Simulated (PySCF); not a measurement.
## HRu(OH) + NH₃ → H₃RuN + H₂O

Level: PBE0 in the def2-TZVP basis family, computed in PySCF with density fitting; scalar-relativistic core potentials for atoms from Rb on, none lighter, no spin–orbit coupling; open shells unrestricted.

```
species                                                                                                             state and structure  ZPE (kJ/mol)  H(298 K) − H(0) (kJ/mol)  S° (J/(mol K))
HRu(OH)                                              triplet, Cs, O–H 0.963 Å, Ru–H 1.565 Å, Ru–O 1.848 Å; H–O–Ru 114.7°, H–Ru–O 100.2°          49.2                      12.4           277.3
    NH₃                                                                               singlet, C3v, N–H 1.013 Å (×3); H–N–H 107.1° (×3)          90.6                      10.0           192.4
  H₃RuN  singlet, Cs, Ru–H 1.559 Å, Ru–H 1.629 Å (×2), Ru–N 1.571 Å; H–Ru–H 83.2° (×2), H–Ru–H 135.3°, H–Ru–N 95.9°, H–Ru–N 111.8° (×2)          64.9                      11.6           262.3
    H₂O                                                                                    singlet, C2v, O–H 0.960 Å (×2); H–O–H 105.1°          56.5                       9.9           188.7
```

Is the gas-phase reaction uphill or downhill in electronic energy at this level, and by how much?

At PBE0/def2-TZVP, ΔE = 48.2 kJ/mol, uphill. 

Add zero-point, thermal and entropy terms for 298.15 K and 1 bar.

ΔZPE = -18.4 and Δ[H(298) − H(0)] = -0.9 kJ/mol give ΔH° = 28.9 kJ/mol. ΔS° = -18.7 J/(mol K), so ΔG° = 28.9 − 298.15 × (-0.0187) = 34 kJ/mol and log₁₀K = -6.0.

Open d or f shells are single determinants, so the state found may not be the ground state. Each species is the lowest minimum found with this bonding; other isomers or fragments can lie lower.
